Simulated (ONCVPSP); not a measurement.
**Building the ONCV potential for titanium (PBE, scalar-relativistic).**

- Element: titanium (Ti)
- Generator: ONCVPSP 4.0.1
- Type: optimised norm-conserving Vanderbilt (ONCV)
- Functional: PBE
- Relativity: scalar-relativistic
- Frozen core: [Ar]
- Valence charge: 4
- Reference configuration: 3d2 4s2
- Partial waves: 4s: rc 2.40 bohr, ncon 3, nbas 7, qcut 2.8 1/bohr, 2 projectors, debl 3.8 Ha; p scattering state at 0.38 Ha: rc 2.45 bohr, ncon 4, nbas 7, qcut 4 1/bohr, 1 projector; 3d: rc 2.10 bohr, ncon 4, nbas 8, qcut 8.7 1/bohr, local
- Local potential: the d channel
- Core correction: none

All-electron outer shells of the reference configuration (PBE, scalar-relativistic, ld1.x):

| shell | level (eV) | outermost node (bohr) | outermost maximum (bohr) |
| --- | --- | --- | --- |
| 3p | -38.86 | 0.37 | 0.90 |
| 4s | -4.47 | 1.24 | 2.92 |
| 3d | -4.26 | – | 0.98 |

Results:

* Cutoffs needed: 25 Ha and 29 Ha (the cutoffs (Ha) at which the residual kinetic energy of the hardest occupied pseudo-wave falls to 1 and 0.1 mHa per electron)
* Ghost test: ghosts flagged at negative energy: s at -5.8 eV, p at -17.8 eV; no localised positive-energy state flagged; a true bound ghost makes a file unfit for plane-wave use
* Largest excitation error: +490 meV (all-electron minus pseudo) for 3d1 4s0, out of 4 test configurations

Generation and tests took about 2.6 s on one core of a shared server CPU.
